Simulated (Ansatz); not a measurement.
**Ligand exchange: NaI + GeH2(CH3)(SH) → NaSH + GeH2(CH3)I**

Species: NaI (Sodium Iodide), singlet; GeH2(CH3)(SH), singlet; NaSH `[Na][SH]`, singlet; GeH2(CH3)I, singlet. The partners trade I for SH: Na–I and Ge–SH bonds give way to Na–SH and Ge–I.

Shapes, held fixed at every level: PBE0-D4/def2-TZVP. Flexible molecules stand in one conformer, not always the lowest. Programs: Ansatz 0.2.0. The zero-point and thermal change to 298 K, harmonic and unscaled (PBE0-D4/def2-TZVP), is -3.2 kJ/mol.

```json
{"level": "SPW92/def2-TZVPP", "kind": "LDA", "ΔH(298 K) (kJ/mol)": "+60.5", "less CCSD(T)/def2-TZVPP": "-6.5", "CPU time (sum over the molecules)": "7.1 s"}
{"level": "PBE-D4/def2-TZVPP", "kind": "GGA", "ΔH(298 K) (kJ/mol)": "+58.3", "less CCSD(T)/def2-TZVPP": "-8.7", "CPU time (sum over the molecules)": "13 s"}
{"level": "r2SCAN-D4/def2-TZVPP", "kind": "meta-GGA", "ΔH(298 K) (kJ/mol)": "+67.7", "less CCSD(T)/def2-TZVPP": "+0.7", "CPU time (sum over the molecules)": "24 s"}
{"level": "BHLYP-D4/def2-TZVPP", "kind": "global hybrid", "ΔH(298 K) (kJ/mol)": "+69.7", "less CCSD(T)/def2-TZVPP": "+2.7", "CPU time (sum over the molecules)": "17 s"}
{"level": "MP2/def2-SVP", "kind": "perturbation theory", "ΔH(298 K) (kJ/mol)": "+81.5", "less CCSD(T)/def2-TZVPP": "+14.5", "CPU time (sum over the molecules)": "–"}
{"level": "CCSD/def2-TZVPP", "kind": "coupled cluster or CI", "ΔH(298 K) (kJ/mol)": "+69.1", "less CCSD(T)/def2-TZVPP": "+2.1", "CPU time (sum over the molecules)": "–"}
{"level": "CCSD(T)/def2-TZVPP", "kind": "coupled cluster or CI", "ΔH(298 K) (kJ/mol)": "+67.0", "less CCSD(T)/def2-TZVPP": "0.0", "CPU time (sum over the molecules)": "4.7 min"}
```

The highest level, CCSD(T)/def2-TZVPP, gives ΔH(298 K) = +67.0 kJ/mol; the levels span +58.3 to +81.5. The column of differences is taken from that level and isn't an error. No measured value is set beside it here. For atoms past krypton def2 sets carry core potentials with scalar relativity. Relativity is left out for Ge unless named. Correlated rows may include outer-core shells of Ge, I, Na, which these sets cover unevenly. Times are processor times on shared x86 and Arm servers, and rough.
